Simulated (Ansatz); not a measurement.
A structure relaxed at PBE0-D4/def2-TZVP, charge 0, multiplicity 1:

```xyz
10

C    -0.749    0.696    1.178
Ta    0.010    0.232   -0.771
N     1.078   -1.384   -0.540
S    -1.711   -0.301   -1.950
Cl    1.190    2.066   -1.516
H     0.080    0.903    1.866
H    -1.354   -0.113    1.595
H    -1.379    1.591    1.115
H     1.982   -1.387   -0.086
H     0.854   -2.304   -0.890
```

Problem. Give its formula and SMILES.

Solution. CH5ClNSTa, `[CH3][Ta]([NH2])(=[S])[Cl]`.

Problem. Summarise the bond lengths by kind.

Solution. 1 × C–Ta 2.142 Å; 3 × C–H 1.093 to 1.097 Å; 1 × N–Ta 1.950 Å; 1 × S–Ta 2.154 Å; 1 × Cl–Ta 2.304 Å; 2 × H–N 1.009 to 1.013 Å.

All numbers were calculated with Ansatz.
